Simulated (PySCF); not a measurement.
J couplings in Ga(NH2Me)H3

Geometry:
| atom | x (Å) | y (Å) | z (Å) |
| --- | --- | --- | --- |
| Ga1 | -0.226 | -0.409 | -1.608 |
| N2 | -0.231 | -0.437 | 0.528 |
| C3 | 0.423 | 0.716 | 1.145 |
| H4 | 0.217 | -1.308 | 0.817 |
| H5 | -1.205 | -0.507 | 0.824 |
| H6 | 0.391 | 0.689 | 2.246 |
| H7 | 1.471 | 0.752 | 0.817 |
| H8 | -0.066 | 1.635 | 0.794 |
| H9 | 1.341 | -0.436 | -1.838 |
| H10 | -0.980 | 0.967 | -1.828 |
| H11 | -1.036 | -1.747 | -1.866 |

Couplings: PBE/pcJ-1 (pcSseg-1 on Ga) (spin–dipole term only in couplings to heteroatoms) in PySCF 2.14.0 with density-fitted response routines, geometry PBE0-D3(BJ)/def2-SVP; gas phase, one conformer, non-relativistic. Couplings are averaged over pairs made equivalent by symmetry, fast rotation or ring inversion, so a value needn't be that of the named pair in this geometry, while other rotamers aren't included; one pair stands for each set, and the list holds those of at least 1.5 Hz over up to four bonds.

Isotopes: 13C, 1H, 15N.

```
   pair  bonds  J (Hz)
 N2, C3      1    -3.3
 N2, H4      1   -64.9
 C3, H6      1   131.9
 N2, H9      2       ?
 C3, H4      2    -1.9
 H4, H5      2       ?
 H6, H7      2   -11.4
H9, H10      2       ?
 C3, H9      3     3.5
 H4, H6      3     7.9
```

Estimate the withheld couplings, with signs.

## Answers


- 2J(N2,H9) = -3.9 Hz (mean over equivalent pairs that range from -5.7 to -2.9 Hz in this conformer)
- 2J(H4,H5) = -9.5 Hz (angle at N2 106°)
- 2J(H9,H10) = 14.6 Hz

Relativistic effects of the heavier atoms present are left out.
